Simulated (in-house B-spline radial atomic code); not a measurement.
The numbers below are computed, except where a source is named.
# F ion on Ge atom: potential, deflection and energy transfer

The pair potential comes from two frozen, spherical free-atom densities (PBE, B-spline radial code, scalar-relativistic past argon): electrostatics plus the change in Thomas-Fermi kinetic and Dirac exchange energy where they overlap, the recipe behind the universal ZBL potential, which averages such potentials (from solid-state densities) over many pairs. It is written V = (Z1 Z2 e²/r) φ(r/a), with e² = 14.3996 eV·Å and a = 0.46850 Å/(Z1^0.23 + Z2^0.23); ZBL's fit is φ = 0.18175 e^(−3.1998x) + 0.50986 e^(−0.94229x) + 0.28022 e^(−0.4029x) + 0.02817 e^(−0.20162x). Where φ falls below 4e-4 it is continued as an exponential.

Masses 19.0 and 72.63 u.

```
x = r/a  φ, this pair    φ, ZBL
    0.1         0.893    0.8928
   0.25        0.7744    0.7647
    0.5        0.6273    0.6096
      1        0.4359    0.4164
    1.5        0.3166    0.2995
      2        0.2362    0.2218
      3        0.1378    0.1292
      4       0.08511   0.08026
      5        0.0559   0.05224
    6.5       0.03101   0.02914
      8       0.01724   0.01705
     10      0.008124  0.008778
     12      0.004127   0.00474
   14.5      0.001933  0.002328
     17     0.0009396  0.001212
```

Q: At x = 5 the electrostatic, kinetic and exchange parts are -89.58, 526.16 and -52.92 eV. Find r, V and φ.

A: a = 0.46850/(1.6576 + 2.2191) = 0.12085 Å, so r = 0.60425 Å. V = -89.58 + 526.16 + (-52.92) = 383.66 eV. The bare repulsion is 9 × 32 × 14.3996/0.60425 = 6863.2 eV, so φ = 0.0559, +7.0 % against ZBL's 0.0522. The kinetic (Pauli) term is 137 % of V here, as the other two terms together attract.

Q: The ion comes in at 4.329 keV with impact parameter 0.6042 Å. The scattering integral gives a centre-of-mass angle of 11.49° and a closest approach of 5.258 a. What are the reduced energy, the energy passed on and the laboratory angles?

A: ε = E a M2/(Z1 Z2 e² (M1 + M2)) = 4329 × 2.3098e-05 = 0.1. The most that one collision can pass on is γE with γ = 4 M1 M2/(M1 + M2)² = 0.6574. Here T = γE sin²(θ/2) = 0.6574 × 4329 × 0.01002 = 28.52 eV. The ion turns by arctan(sin θ/(cos θ + M1/M2)) = 9.1°, and the struck atom leaves at (180° − θ)/2 = 84.3°. The closest approach is 0.635 Å. With ZBL the angle would be 10.78° and T = 25.13 eV.
